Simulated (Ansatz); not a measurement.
A run for Ansatz (an electronic-structure program): U-CCSD(T)/cc-pV(D+d)Z on S2 (SMILES S=S), 2S+1 = 1, a spin state set in the input, which need not be the lowest, at the other state's geometry. Files ending in .json are basis or fitting sets from the Basis Set Exchange.

Ansatz 0.2 input:
```yaml
crystal:
  periodic: [false, false, false]
  atoms:
    - {symbol: S, position_ang: [-0.00000000, -0.00000000, -0.95184959]}
    - {symbol: S, position_ang: [0.00000000, 0.00000000, 0.95184959]}
basis:
  gaussian:
    orbitals: cc-pV_D+d_Z.json
correlation: {method: ccsd_t, electrons: outside_noble_gas}
scf: {omitted_lower_state_checks: [cluster_reference]}
magnetization: {spin_polarized: true, initial_magnetization: 0}
```

Output:

```
WARN ansatz: RAYON_NUM_THREADS=2 ignored (pool sized by the plan → 2); use --threads N
Functional definition: HF
these checks for a lower state are left out or cut short: cluster_reference
integrals: 0.02 GiB planned
460 factors; integrals over basis functions are off by at most 1.6e-3 eV
mean field: 0.11 GiB planned
mean field evaluation 1: about -21632.7538 eV, gradient 6.4e0 eV
mean field evaluation 2: about -21633.0320 eV, gradient 7.4e0 eV
mean field evaluation 4: about -21633.4219 eV, gradient 7.3e-1 eV
mean field evaluation 8: about -21633.4338 eV, gradient 7.2e-3 eV
mean field evaluation 16: about -21633.5862 eV, gradient 1.0e0 eV
mean field evaluation 32: about -21634.5332 eV, gradient 4.3e-4 eV
mean field evaluation 64: about -21633.8760 eV, gradient 7.8e-1 eV
mean field evaluation 96: about -21633.4338 eV, gradient 2.1e-3 eV
mean field evaluation 128: about -21634.5118 eV, gradient 4.3e-1 eV
mean field evaluation 160: about -21634.5271 eV, gradient 1.9e-6 eV
mean field -21634.53318726 eV, -795.0544302185 hartree, gradient 3.5e-6 eV, S^2 1.033297; 15 other end points of the search recorded, 0 dependent functions left out
10 core orbitals not correlated
reference -21634.53318726 eV, -795.0544302185 hartree; 6, 6 occupied and 30, 30 virtual orbitals, 460 factors
second order -6.44211700 eV of doubles, -0.00000000 eV of singles
coupled cluster: 0.09 GiB planned
cycle   1  -6.88291620 eV  change   -4.4e-1 eV  update   8.5e-2
cycle   2  -7.17180509 eV  change   -2.9e-1 eV  update   3.5e-2
cycle   3  -7.24227051 eV  change   -7.0e-2 eV  update   2.4e-2
cycle   4  -7.26074789 eV  change   -1.8e-2 eV  update   1.6e-2
cycle   5  -7.26489988 eV  change   -4.2e-3 eV  update   5.6e-3
cycle   6  -7.26769644 eV  change   -2.8e-3 eV  update   1.9e-3
cycle   7  -7.26788046 eV  change   -1.8e-4 eV  update   1.1e-3
cycle   8  -7.26818221 eV  change   -3.0e-4 eV  update   6.9e-4
cycle   9  -7.26821631 eV  change   -3.4e-5 eV  update   3.1e-4
cycle  10  -7.26827881 eV  change   -6.2e-5 eV  update   9.3e-5
cycle  11  -7.26829702 eV  change   -1.8e-5 eV  update   3.6e-5
cycle  12  -7.26828527 eV  change    1.2e-5 eV  update   1.9e-5
cycle  13  -7.26828001 eV  change    5.3e-6 eV  update   8.4e-6
coupled cluster: 0.09 GiB planned
perturbative correction -0.32979547 eV, -0.0121197601 hartree
WARN: the results are in doubt because among natural orbitals full CI differs from the method by +0.534 eV
Total energy: -21642.13126274 eV, -795.3336543423 hartree
In doubt: among natural orbitals full CI differs from the method by +0.534 eV
Checks for a lower state left out: cluster_reference
```

The run converged. Its determinant has ⟨S²⟩ = 1.03, a mixture of spin states.

Warnings raised: large difference.

Cost: very roughly 5 core-seconds.
